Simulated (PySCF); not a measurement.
A GIAO shielding run with PySCF (density fitting, non-relativistic, gas phase) on SMILES CN[Si@@H]1C=CC[SiH2]1, C4H11NSi2:

```
$ OMP_NUM_THREADS=1 python probes_run.py task.json out

{"job": {"kind": "nmr", "xc": "PBE0", "basis": "pcSseg-1"}, "charge": 0, "multiplicity": 1}
C     -2.553176     0.123789    -0.009693
N     -1.866802    -1.076883     0.402062
Si    -0.142361    -1.176969     0.478581
C      0.474524     0.225247     1.583340
C      1.426144     1.029018     1.121922
C      2.065345     0.889547    -0.226387
Si     1.207787    -0.477968    -1.265535
H     -2.600365     0.234539    -1.100068
H     -3.572724     0.126067     0.381402
H     -2.023481     0.982936     0.397479
H     -2.366172    -1.905101     0.115556
H      0.057158    -2.513531     1.056411
H      0.071543     0.395224     2.572607
H      1.802878     1.851706     1.724580
H      3.123738     0.658776    -0.078829
H      2.048303     1.862835    -0.722818
H      2.240123    -1.382483    -1.791233
H      0.598779     0.159571    -2.445314
```

Hardware: 1 thread of an Arm Neoverse V1, shared host. The job also computes population analyses, field gradients, ring-centre shieldings.

(1) How large is the calculation?

(2) How long does it take, and how much memory does it need?

## Answers

(1) 70 electrons, 188 basis functions and 1016 auxiliary functions.

(2) 32 s of wall time, with 13 SCF cycles and 5 response iterations; peak memory 0.84 GiB. Times on a shared host scatter by some tens of per cent.
